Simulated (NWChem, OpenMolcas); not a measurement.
## How basis sets differ on GeSiH5Cl (SMILES [SiH3][GeH2][Cl])

GeSiH5Cl has 8 atoms, charge 0, and is taken as a singlet. As SMILES, `[SiH3][GeH2][Cl]`. Geometry: relaxed at PBE0-D4/def2-TZVP.

Quantity: the HOMO–LUMO gap, in eV. The values are calculated.

```
               level          kind     program  value (eV)  CPU time
HF/ANO-RCC-MB (DKH2)  Hartree–Fock  OpenMolcas       14.48       6 s
           HF/STO-3G  Hartree–Fock      NWChem       17.38     3.7 s
            HF/3-21G  Hartree–Fock  OpenMolcas       13.39     7.4 s
         HF/def2-SVP  Hartree–Fock  OpenMolcas       13.77      12 s
```

All-electron rows without a relativistic Hamiltonian named are non-relativistic. The values span 13.39 to 17.38 eV. A Hartree–Fock LUMO above zero doesn't converge with the basis: it sinks as sets grow more diffuse. Orbital gaps aren't excitation energies. CPU times are rough (shared hosts, several kinds of processor and program).
